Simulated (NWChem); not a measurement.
Species: TiSClF; SMILES [F][Ti](=[S])[Cl]

Computed with NWChem. Geometry: optimised at PBE-D3(BJ)/def2-SVP. Ions are spin-unrestricted doublets at the neutral geometry; other ion states weren't tried.

For level LRC-wPBEh/def2-SVP:

| Property | Value |
|---|---|
| −ε(HOMO) (eV) | 9.60 |

Problem. How do the values read with level B3LYP/def2-SVP instead?

Solution. 
- −ε(HOMO) (eV) = 7.37
